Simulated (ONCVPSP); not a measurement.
**Building the ONCV potential for Sc (Z = 21) (PBEsol, scalar-relativistic).**

```
Element                 : scandium (Sc)
Generator               : ONCVPSP 4.0.1
Type                    : optimised norm-conserving Vanderbilt (ONCV)
Functional              : PBEsol
Relativity              : scalar-relativistic
Frozen core             : [Ar]
Valence charge          : 3
Reference configuration : 3d1 4s2
Partial waves           : 4s: rc 2.80 bohr, ncon 4, nbas 8, qcut 2.6 1/bohr, 3 projectors, debl 4 Ha; p scattering state at 0.3 Ha: rc 2.40 bohr, ncon 4, nbas 7, qcut 3.1 1/bohr, 2 projectors, debl 2.1 Ha; 3d: rc 2.95 bohr, ncon 3, nbas 7, qcut 4.6 1/bohr, 2 projectors, debl 0.4 Ha
Local potential         : polynomial inside 1.95 bohr (lpopt 5, dvloc0 0 Ha)
Core correction         : Teter function fitted to the true core (icmod 2), fcfact 0.75
```

All-electron outer shells of the reference configuration (PBEsol, scalar-relativistic, ld1.x):

| shell | level (eV) | outermost node (bohr) | outermost maximum (bohr) |
| --- | --- | --- | --- |
| 3p | -33.55 | 0.39 | 0.97 |
| 4s | -4.19 | 1.33 | 3.10 |
| 3d | -3.25 | – | 1.10 |

(1) Estimate the cutoffs (Ha) at which the residual kinetic energy of the hardest occupied pseudo-wave falls to 1 and 0.1 mHa per electron.

(2) What does a ghost test show?

(3) Which valence shell sets the plane-wave cutoff?

(4) Tests: 3d1 4s1; 3d1 4s0; 3d1 4s1.5; 3d1 4s1 4p1. Which has the largest error in its energy relative to the reference configuration, and how large is it?

Answers

(1) 8.7 Ha and 9.9 Ha. The cutoffs count occupied waves only; projector 2 of the p channel, the hardest unoccupied one, needs 37 Ha at the loose tolerance.

(2) No bound ghost flagged; GHOST(+) flagged for p at 79.0 eV, s at 177.5 eV, p at 538.8 eV.

(3) 3d: 9 Ha for 1 mHa per electron, against 2 Ha for 4s.

(4) 3d1 4s1 4p1, with +24 meV (all-electron minus pseudo) on +2.79 eV.
